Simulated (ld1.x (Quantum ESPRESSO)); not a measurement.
**silver (Ag), TM: configuration errors across variants**

ld1.x (Quantum ESPRESSO) 7.5 input, shortened:

```
&input
   title='Ag', zed=47., rel=2, dft='PBESOL', iswitch=3,
   config='[Kr] 4d10 5s0.5 5p0.5', rel_dist='average'
 /
 &inputp
   pseudotype=2, tm=.true., lloc=2,
   nlcc=.true.
 /
3
5S  1  0   0.50   0.00  2.35  2.35  0.0
5P  2  1   0.50   0.00  3.60  3.60  0.0
4D  3  2  10.00   0.00  1.40  1.40  0.0
 &test
   configts(1)='4d10 5s0.5 5p0.5'
 /
```

Open shells are filled in proportion to 2j + 1 (rel_dist='average').

All-electron excitation energies from the reference (eV): (1) 4d10 5s1 5p0 -1.918; (2) 4d10 5s0 5p0 5.830; (3) 4d9 5s0 5p0 27.944; (4) 4d9 5s1 5p1 6.685; (5) 4d9 5s2 5p0 2.134; (6) 4d8 5s0 5p0 64.124; (7) 4d9 5s1 5p0 11.249.

Tests that are not counted but printed errors over 1 eV. “all radii but the core radius scaled by about 0.76 (s 1.78, p 2.72, d 1.06 bohr)”: 4d9 5s1 5p1 (solver errors, printed error -970 eV). “all radii but the core radius scaled by about 0.83 (s 1.96, p 3.00, d 1.16 bohr)”: 4d9 5s1 5p1 (solver errors, printed error -978 eV). “all radii but the core radius scaled by about 1.25 (s 2.94, p 4.52, d 1.76 bohr)”: 4d9 5s1 5p1 (solver errors, printed error -3.1 eV). “all radii but the core radius scaled by about 1.40 (s 3.30, p 5.04, d 1.96 bohr)”: 4d9 5s1 5p1 (solver errors, printed error -971 eV).

A true bound ghost makes a file unfit for plane-wave use even where its test errors are small: the radial tests pick states by their node count and pass the ghost by. Where a test does run into it, the solver fails or the error is huge.

The file “base” misses its own reference levels by 0.3 eV. The file “all radii but the core radius scaled by about 0.76 (s 1.78, p 2.72, d 1.06 bohr)” misses its own reference levels by 0.3 eV. The file “all radii but the core radius scaled by about 0.83 (s 1.96, p 3.00, d 1.16 bohr)” misses its own reference levels by 0.3 eV. The file “all radii but the core radius scaled by about 0.91 (s 2.14, p 3.26, d 1.28 bohr)” misses its own reference levels by 0.3 eV. The file “all radii but the core radius scaled by about 1.03 (s 2.42, p 3.72, d 1.44 bohr)” misses its own reference levels by 0.3 eV. The file “all radii but the core radius scaled by about 1.12 (s 2.62, p 4.02, d 1.56 bohr)” misses its own reference levels by 0.3 eV. The file “all radii but the core radius scaled by about 1.17 (s 2.74, p 4.20, d 1.64 bohr)” misses its own reference levels by 0.3 eV. The file “all radii but the core radius scaled by about 1.25 (s 2.94, p 4.52, d 1.76 bohr)” misses its own reference levels by 0.3 eV. The file “all radii but the core radius scaled by about 1.40 (s 3.30, p 5.04, d 1.96 bohr)” misses its own reference levels by 0.3 eV.

Errors AE − PS in meV (a dash: test not solved or not reliable):

| change | (1) | (2) | (3) | (4) | (5) | (6) | (7) | bound ghosts |
| --- | --- | --- | --- | --- | --- | --- | --- | --- |
| base | -0.5 | -7.6 | -39 | -72 | -90 | -271 | -50 | s, p3/2, p1/2 |
| all radii but the core radius scaled by about 0.76 (s 1.78, p 2.72, d 1.06 bohr) | -0.1 | -4.8 | -37 | – | -51 | -270 | -30 | s, p3/2, p1/2 |
| all radii but the core radius scaled by about 0.83 (s 1.96, p 3.00, d 1.16 bohr) | -0.6 | -6.3 | -35 | – | -74 | -264 | -40 | s, p3/2, p1/2 |
| all radii but the core radius scaled by about 0.91 (s 2.14, p 3.26, d 1.28 bohr) | -0.7 | -7.0 | -35 | -74 | -86 | -263 | -46 | s, p3/2, p1/2 |
| all radii but the core radius scaled by about 1.03 (s 2.42, p 3.72, d 1.44 bohr) | -0.2 | -7.9 | -42 | -69 | -90 | -279 | -52 | s, p3/2, p1/2 |
| all radii but the core radius scaled by about 1.12 (s 2.62, p 4.02, d 1.56 bohr) | +0.3 | -8.1 | -52 | -59 | -76 | -303 | -46 | s, p3/2, p1/2 |
| all radii but the core radius scaled by about 1.17 (s 2.74, p 4.20, d 1.64 bohr) | +0.4 | -8.3 | -57 | -56 | -70 | -317 | -45 | s, p3/2, p1/2, d3/2 (extra level of the local part) |
| all radii but the core radius scaled by about 1.25 (s 2.94, p 4.52, d 1.76 bohr) | +0.8 | -8.7 | -74 | – | -46 | -360 | -34 | s, p3/2, p1/2 |
| all radii but the core radius scaled by about 1.40 (s 3.30, p 5.04, d 1.96 bohr) | +0.5 | -10 | -114 | – | +13 | -457 | -1.6 | s, p3/2, p1/2 |

Problem. Give the same row for: all radii but the core radius scaled by about 1.33 (s 3.12, p 4.78, d 1.86 bohr).

Solution. +0.8, -9.6, -95, –, -13, -411, -16; bound ghosts: s, p3/2, p1/2. Not counted: 4d9 5s1 5p1 (solver errors, printed error -3.5 eV).
